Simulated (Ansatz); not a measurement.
NbCl4. Charge 0, multiplicity 2. Geometry r2SCAN-D4/def2-SVP; atoms count from 1.

```xyz
5

Nb    0.000    0.000    0.000
Cl    2.116   -0.817    0.279
Cl    0.306    2.241   -0.327
Cl   -1.530   -0.114    1.694
Cl   -0.892   -1.311   -1.646
```

In the def2 sets Nb takes a core potential; there is no spin–orbit coupling.

Estimate the Mulliken populations from the PBE0/def2-TZVP orbitals of Ansatz.


| atom | charge (e) | spin (α − β) | d electrons |
| --- | --- | --- | --- |
| Nb1 | 1.28 | 0.95 | 3.04 |
| Cl2 | -0.32 | 0.01 | – |
| Cl3 | -0.32 | 0.01 | – |
| Cl4 | -0.32 | 0.01 | – |
| Cl5 | -0.32 | 0.01 | – |
Mulliken values depend strongly on the basis.

Where does the spin sit?

Summed by element: Nb 0.95, Cl 0.05, of 1 unpaired in all. Largest on single atoms: Nb1 0.95, Cl3 0.01, Cl5 0.01.

And the Mayer bond orders between heavy atoms (over 0.3)?

Nb1–Cl2 1.11 (2.29 Å); Nb1–Cl3 1.11 (2.29 Å); Nb1–Cl4 1.11 (2.29 Å); Nb1–Cl5 1.11 (2.29 Å).
